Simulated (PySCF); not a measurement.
The vertical singlet excitations below were computed for one of the candidates. Computed with PySCF, TDDFT PBE0/def2-SVPD, vertical, gas phase, core orbitals frozen in the response. Geometries: GFN2-xTB, one conformer each.

| state | ν̃ (cm⁻¹) | f | main configurations (H = HOMO, L = LUMO) |
| --- | --- | --- | --- |
| S1 | 49680 | 0.0000 | H-1→L (60%), H→L+1 (16%), H-2→L+1 (12%) |
| S2 | 51190 | 0.053 | H→L (55%), H-1→L+1 (30%), H-2→L (9%) |
| S3 | 51640 | 0.0019 | H→L+1 (44%), H-1→L (28%), H-2→L+1 (20%) |
| S4 | 54620 | 0.094 | H-2→L (39%), H→L (37%), H-1→L+1 (16%) |
| S5 | 57260 | 0.0015 | H-2→L+1 (52%), H→L+1 (39%) |
| S6 | 57960 | 0.0000 | H→L+3 (64%), H→L+2 (33%) |
| S7 | 59250 | 0.055 | H→L+2 (58%), H→L+3 (30%) |
| S8 | 61340 | 0.125 | H-3→L (54%), H-2→L (22%) |

Task: Which structure fits? All have the formula C5H12Si2.
A. `C#CCC(C)([SiH3])[SiH3]`
B. `C#C[SiH2]C(C)(C)[SiH3]`
C. `C=C[Si@@H]1C[SiH2][C@@H]1C`

Result: B. Its S1 lies at 6.16 eV; the nearest of the others has S1 at 6.55 eV. S1 is HOMO-1→LUMO (60%), HOMO→LUMO+1 (16%), HOMO-2→LUMO+1 (12%). Löwdin shares by element: HOMO carbon 39% or more, silicon 22% (atoms not listed hold the other 40%); LUMO carbon 44% or more, silicon 24% (atoms not listed hold the other 31%). At the same level the other candidates give, for their lowest levels:
- `C=C[Si@@H]1C[SiH2][C@@H]1C`: 5.41 eV (f 0.027); 5.95 eV (f 0.100); 6.05 eV (f 0.020); 6.46 eV (f 0.010); 6.54 eV (f 0.002); T1 4.11 eV; HOMO -7.32, LUMO -0.79 eV
- `C#CCC(C)([SiH3])[SiH3]`: 6.55 eV (f 0.001); 6.78 eV (f 0.015); 6.86 eV (f 0.001); 7.03 eV (f 0.042); 7.29 eV (f 0.031); T1 5.38 eV; HOMO -7.84, LUMO 0.14 eV

Conformer computed: `[CH:1]#[C:2][SiH2:3][C:4]([CH3:5])([CH3:6])[SiH3:7]`: C2–Si3–C4–C5 -60°.
Triplets come from the Tamm–Dancoff approximation.
